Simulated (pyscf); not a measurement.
**`[NH]=[Si]`, singlet**

Gas-phase minimum from PySCF at ωB97X-D3(BJ)/def2-SVP, one conformer. 

```xyz
3

N      0.5754     0.6534     0.0618
Si     1.6065     0.8209    -1.0855
H     -0.0963     0.5464     0.8034
```

Bond lengths (Å): N1–Si2 1.552, N1–H3 1.006. Bond angles (°): Si2–N1–H3 179.8.

Properties at ωB97X-D3(BJ)/def2-SVP:

| Item | Result |
|---|---|
| Harmonic wavenumbers, unscaled | 611, 611, 1289, 3794 cm⁻¹ |
| Zero-point energy | 9.0 kcal/mol |
| Rotational symmetry number | 1 |
| Entropy of this conformer at 298 K and 1 atm, rigid rotor and harmonic oscillator, modes under 100 cm⁻¹ raised to 100 | 215.9 J/(mol K) |
| Dipole moment | 0.14 D |

Single-point totals, which compare only within one level (frozen core for MP2 and CC):

```tsv
level	total energy (hartree)
ωB97X-D3(BJ)/def2-TZVP	-344.87994
PBE/def2-TZVP	-344.64477
r²SCAN/def2-TZVP	-344.79401
B3LYP-D3(BJ)/def2-TZVP	-344.88001
PBE0-D3(BJ)/def2-TZVP	-344.66595
M06-2X/def2-TZVP	-344.81459
ωB97M-D3(BJ)/def2-TZVP	-344.91728
HF/def2-TZVPP	-343.97096
MP2/def2-TZVPP	-344.27914
CCSD/def2-TZVPP	-344.28907
CCSD(T)/def2-TZVPP	-344.30652
```

The CCSD(T) − MP2 part came from Ansatz, without density fitting, on the same reference.
